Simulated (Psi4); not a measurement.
C₃H₇Cl, singlet, at a GFN2-xTB geometry; MP2/cc-pV(T+d)Z in Psi4.

Input for Psi4:
```
memory 2 GB

molecule {
0 1
  C    -1.02055701   -1.28725533   -0.13065687
  C     0.02176933   -0.25340076   -0.51544017
  C     1.44079751   -0.74391247   -0.29382119
  Cl   -0.23996821    1.22887505    0.47224574
  H    -0.90486744   -1.57237315    0.91239789
  H    -0.90068124   -2.17296343   -0.75147442
  H    -2.02400186   -0.89432939   -0.27405756
  H    -0.11707049    0.06418317   -1.55229100
  H     1.58762230   -1.02215721    0.74716960
  H     1.62617283   -1.61516157   -0.91898074
  H     2.16022644    0.02933705   -0.55143197
}

set basis cc-pv(t+d)z
set freeze_core true

energy('mp2')
print_variables()
```

It wrote (shortened):

```
    SCF Algorithm Type (re)set to DF.

   => Loading Basis Set <=

    Name: CC-PV(T+D)Z
    Role: ORBITAL
    Keyword: BASIS

         ---------------------------------------------------------
                                   SCF
               by Justin Turney, Rob Parrish, Andy Simmonett
                          and Daniel G. A. Smith
                              RHF Reference
         ---------------------------------------------------------

  ==> Geometry <==

    Molecular point group: c1
    Full point group: C1

    Geometry (in Angstrom), charge = 0, multiplicity = 1:

       Center              X                  Y                   Z               Mass
    ------------   -----------------  -----------------  -----------------  -----------------
         C           -0.999425910706    -1.393862171025    -0.166896063459    12.000000000000
         C            0.042900429294    -0.360007601025    -0.551679363459    12.000000000000
         C            1.461928609294    -0.850519311025    -0.330060383459    12.000000000000
         CL          -0.218837110706     1.122268208975     0.436006546541    34.968852682000
         H           -0.883736340706    -1.678979991025     0.876158696541     1.007825032230
         H           -0.879550140706    -2.279570271025    -0.787713613459     1.007825032230
         H           -2.002870760706    -1.000936231025    -0.310296753459     1.007825032230
         H           -0.095939390706    -0.042423671025    -1.588530193459     1.007825032230
         H            1.608753399294    -1.128764051025     0.710930406541     1.007825032230
         H            1.647303929294    -1.721768411025    -0.955219933459     1.007825032230
         H            2.181357539294    -0.077269791025    -0.587671163459     1.007825032230

  Running in c1 symmetry.

  Rotational constants: A =      0.27104  B =      0.15388  C =      0.10815 [cm^-1]
  Rotational constants: A =   8125.53417  B =   4613.29633  C =   3242.39506 [MHz]
  Nuclear repulsion =  166.809720153360985

  Charge       = 0
  Multiplicity = 1
  Electrons    = 42
  Nalpha       = 21
  Nbeta        = 21

  ==> Algorithm <==

  SCF Algorithm Type is DF.
  DIIS enabled.
  MOM disabled.
  Fractional occupation disabled.
  Guess Type is SAD.
  Energy threshold   = 1.00e-08
  Density threshold  = 1.00e-08
  Integral threshold = 1.00e-12

  ==> Primary Basis <==

  Basis Set: CC-PV(T+D)Z
    Blend: CC-PV(T+D)Z
    Number of shells: 85
[...]
  @DF-RHF Final Energy:  -577.25053884188401
    Total Energy =                       -577.2505388418840084
[...]

  //>>>>>>>>>>>>>>>>>>>>>>>>>>>>>>>>>>>//
  //               DFMP2               //
  //<<<<<<<<<<<<<<<<<<<<<<<<<<<<<<<<<<<//

   => Loading Basis Set <=

    Name: (CC-PV(T+D)Z AUX)
    Role: RIFIT
    Keyword: DF_BASIS_MP2

	 --------------------------------------------------------
	                          DF-MP2
	      2nd-Order Density-Fitted Moller-Plesset Theory

	        Rob Parrish, Justin Turney, Andy Simmonett,
	           Ed Hohenstein, and C. David Sherrill
	 --------------------------------------------------------

   => Auxiliary Basis Set <=

  Basis Set: (CC-PV(T+D)Z AUX)
    Blend: CC-PVTZ-RI
    Number of shells: 171
    Number of basis functions: 575
    Number of Cartesian functions: 704
    Spherical Harmonics?: true
    Max angular momentum: 4

	 --------------------------------------------------------
	                 NBF =   227, NAUX =   575
	 --------------------------------------------------------
	   CLASS    FOCC     OCC    AOCC    AVIR     VIR    FVIR
	   PAIRS       8      21      13     206     206       0
	 --------------------------------------------------------

	-----------------------------------------------------------
	 ==================> DF-MP2 Energies <====================
	-----------------------------------------------------------
	 Reference Energy          =    -577.2505388418840084 [Eh]
	 Singles Energy            =      -0.0000000000000000 [Eh]
	 Same-Spin Energy          =      -0.1646363553112875 [Eh]
	 Opposite-Spin Energy      =      -0.5591703384281392 [Eh]
	 Correlation Energy        =      -0.7238066937394267 [Eh]
	 Total Energy              =    -577.9743455356234563 [Eh]
	-----------------------------------------------------------
	 ================> DF-SCS-MP2 Energies <==================
	-----------------------------------------------------------
	 SCS Same-Spin Scale       =       0.3333333333333333 [-]
	 SCS Opposite-Spin Scale   =       1.2000000000000000 [-]
	 SCS Same-Spin Energy      =      -0.0548787851037625 [Eh]
	 SCS Opposite-Spin Energy  =      -0.6710044061137671 [Eh]
	 SCS Correlation Energy    =      -0.7258831912175296 [Eh]
	 SCS Total Energy          =    -577.9764220331015849 [Eh]
	-----------------------------------------------------------

  Variable Map:
  ----------------------------------------------------------------------------
[...]
  Array Variable Map:
  ----------------------------------------------------------------------------
[...]
[...]
```
